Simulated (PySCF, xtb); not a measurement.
C₂H₁₁NSi₃, SMILES [SiH2]1NC[Si@H]1[SiH2]C.

GFN2-xTB (xtb) at its own geometry gives an orbital gap of 3.42 eV and a dipole moment of 0.27 D.

The structure is a stationary point at r2SCAN-D4/def2-SVP. The structure was generated by enumeration; whether it is a known compound was not checked. One conformer was computed; it need not be the lowest.

Problem. What does PySCF with PBE/def2-TZVP give? (Estimate from the structure and the level; the computed values follow.)

Solution. gap 4.16 eV (levels -5.34 and -1.18 eV), dipole 1.51 D.
